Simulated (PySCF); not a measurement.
BiF3, SMILES [F][Bi]([F])[F] (connectivity only; charge and spin as stated), charge +1, multiplicity 2.

The structure is a stationary point at B3LYP-D3(BJ)/def2-SVP. The spin state was assumed, not searched. The isomer is the one that the SMILES or the coordinates give; other isomers of the formula were not compared. The def2 effective core potentials stand for the cores of Bi; spin–orbit coupling is left out.

The numbers are results of IEF-PCM-B3LYP/def2-SVP in PySCF 2.14.0, not measurements.

The values are the electrostatic part of the solvation free energy, E(continuum) − E(gas) at the gas-phase geometry, in a cavity of scaled van der Waals radii (PySCF's table); cavitation and dispersion terms are not included. A continuum can't describe solvent molecules that bind to the metal.

Problem. Estimate the values in water (ε = 78.36), diethylether (ε = 4.24), toluene (ε = 2.37). (An estimate is asked for; the answer gives what the named calculation found.)

Solution. 
```
solvent           ε  ΔG(elec) (kcal/mol)
------------  -----  -------------------
water         78.36                -74.5
diethylether   4.24                -56.2
toluene        2.37                -41.8
```
